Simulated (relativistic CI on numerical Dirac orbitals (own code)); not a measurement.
## What each ingredient does to the levels of Bi VI

Base calculation: Dirac-Coulomb-Breit CI, separate exchange-only KLI orbitals for each configuration, QED by a radiative potential, valence Slater integrals scaled by 0.85, P86 correlation energy added to each configuration.

Configurations in the expansion (outside the closed core [Xe] 4f14): 5d10, 5d9 6s, 5d9 5f, 5d9 6p, 5d9 5g, 5d9 6d, 5d9 7s, 5d9 7p, 5d9 7d, 5d9 6f, 5d9 8s, 5d9 8p, 5d9 7f, 5d9 8d. Double excitations out of closed p, d and f shells are left out; levels of such configurations are missing from the list, as are those of other unlisted configurations, and high levels can miss mixing partners.

The lowest level and the first level of each name with at least 55 % of one term (blank where a level has no safe partner in the second run):

| Level | Base (cm⁻¹) | Shift (cm⁻¹) |
| --- | --- | --- |
| 5d10 1S_0 | 0 | 0 |
| 5d9 6s 3D_3 | 157771 | -450 |
| 5d9 6s 3D_2 | 162284 | +216 |
| 5d9 6s 3D_1 | 182443 | -367 |
| 5d9 6s 1D_2 | 186388 | +510 |
| 5d9 6p 3P°_2 | 253554 | -1209 |
| 5d9 6p 3F°_2 | 278530 | -957 |
| 5d9 6p 3P°_1 | 281819 | -688 |
| 5d9 6p 3F°_4 | 284575 | -387 |
| 5d9 6p 1D°_2 | 288567 | +514 |
| 5d9 6p 1P°_1 | 290996 | +767 |
| 5d9 6p 3D°_3 | 291341 | +865 |
| 5d9 6p 3P°_0 | 305133 | -1045 |
| 5d9 6p 3D°_1 | 312189 | +481 |
| 5d9 6p 3D°_2 | 315210 | +834 |
| 5d9 6d 3S_1 | 403379 | -1124 |
| 5d9 6d 1P_1 | 410195 | -349 |
| 5d9 6d 3G_5 | 410442 | -431 |
| 5d9 5f 3P°_0 | 410695 | -2306 |
| 5d9 5f 3P°_1 | 412960 | -2073 |
| 5d9 6d 3F_4 | 414577 | +306 |
| 5d9 5f 3P°_2 | 416378 | -1561 |

At this charge configurations can still be misplaced by up to about 7 % of their energy. Levels and lines within the n = 5 or 6 shells can be off by up to 10 % or somewhat more, and those that change n by about 2 %, since core polarisation is missing. 19 of the 22 excited levels that our extract of the measured tables holds in this range could be paired (the sources list more); they are missed by 10979 cm⁻¹ on average and 69500 at most, and levels without a partner can miss by more. Levels that differ in their count of f electrons can be misplaced by several ten thousand cm⁻¹, since the correlation energy of f electrons is missing or only estimated; rates across such gaps can be off by orders of magnitude.

Task: One thing was changed in a second run, which moved the levels as shown. Which?
A. no correlation estimate
B. configuration mixing switched off
C. Slater integrals left unscaled
D. QED terms removed
E. Breit term removed

Result: C. Slater integrals left unscaled. Scaling acts on the splittings between terms and on the mixing, and leaves the fine structure of pure LS terms nearly alone; in jj coupling it moves the levels of one term differently.

LS names give the leading component of a level, which can be under half, so a name can repeat, a term be missing and a line seem to break the LS rules.
